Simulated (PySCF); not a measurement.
# How methods differ on the excitation energy of Tl

Tl [Xe] 4f14 5d10 6s2 6p1 (2P) → Tl [Xe] 4f14 5d10 6s1 6p1 7s1 (4P), as a difference of total energies. Computed with PySCF 2.14 in aug-cc-pVQZ-PP with ECP60MDF, with a scalar-relativistic core potential. Correlated levels: valence: 5s2 5p6 5d10 frozen. The calculations carry no spin-orbit coupling.

| method | excitation energy (cm⁻¹) |
| --- | --- |
| UHF | 63266 |
| LDA | 80898 |
| PBE | 77764 |
| PBE0 | 75689 |
| r2SCAN | 77143 |
| B97-3 | 77460 |
| wB97M-V | 74853 |
| MN15 | 80282 |
| MP2 (valence) | 68203 |
| SCS-MP2 (valence) | 69830 |

The upper state lies above the first ionisation limit, but in LS coupling its spin forbids autoionisation to the ground ion; at this Z spin-orbit coupling breaks that rule. A Rydberg-like electron needs more diffuse functions than a valence basis has.

The promoted electron is Rydberg-like, and one or two diffuse shells describe it only roughly, which tends to raise the upper state.
